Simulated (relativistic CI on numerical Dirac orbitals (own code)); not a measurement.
## Ce²⁶⁺: sensitivity of the levels to the model

Base calculation: Dirac-Coulomb-Breit CI, KLI orbitals optimised for each configuration, model QED (radiative potential, 1s self-energy scaled to tabulated hydrogen-like ionisation energies), unscaled Slater integrals.

Configuration list (outside the closed core [Ar] 3d10): 4s2.4p2, 4s.4p3, 4s2.4p.4d, 4p4, 4s.4p2.4d, 4s2.4p.4f, 4s.4p2.4f, 4p3.4d, 4s.4p.4d2, 4s2.4d.4f, 4p3.4f, 4s2.4d2, 4s.4d3, 4s.4d2.4f, 4p2.4d2, 4p.4d3, 4p.4d2.4f, 4s2.4f2, 4s.4d.4f2, 4s.4f3, 4p2.4f2, 4p.4d.4f2, 4p.4f3, 4s.4p.4d.4f. Double excitations out of closed p, d and f shells are left out; levels of such configurations are missing from the list, as are those of other unlisted configurations, and high levels can miss mixing partners.

Variants: (1) QED terms removed; (2) configuration mixing switched off. Shifts of the energy above 4s2.4p2 3P_0, in cm⁻¹, for the lowest level and the first level of each name with at least 55 % of one term (blank where a level changes its place among those of its configuration and J or its character, or is not in the variant):

```
          Level     Base   Δ(1)    Δ(2)
   4s2.4p2 3P_0        0      0       0
   4s2.4p2 3P_1   176925   -312    -431
   4s2.4p2 1D_2   200692   -314   +1671
   4s2.4p2 3P_2   395507   -607   +3515
   4s2.4p2 1S_0   450003   -589   +8199
   4s.4p3 3D°_3   852950  +2777  +14662
   4s.4p3 3P°_0   903349  +2844   +5479
4s2.4p.4d 3F°_2  1000498   +847  -22859
4s2.4p.4d 3F°_3  1067910    +95   -6468
4s2.4p.4d 3F°_4  1222925   -250   -1186
4s2.4p.4d 3P°_0  1253853     +3  -10985
4s2.4p.4d 3P°_1  1273212   +340  -24438
4s2.4p.4d 1F°_3  1347704   -170   +3299
4s2.4p.4d 1P°_1  1370792    +48  -15436
```

At this charge energies of transitions that change n are usually good to better than 1 %, and those within a shell (Δn = 0) to a few per cent.

Ionisation energy from the two ground configurations alone: base 924.308 eV. The NIST ASD value (theoretical) is 924 eV.

LS names give the leading component of a level, which can be under half, so a name can repeat, a term be missing and a line seem to break the LS rules.
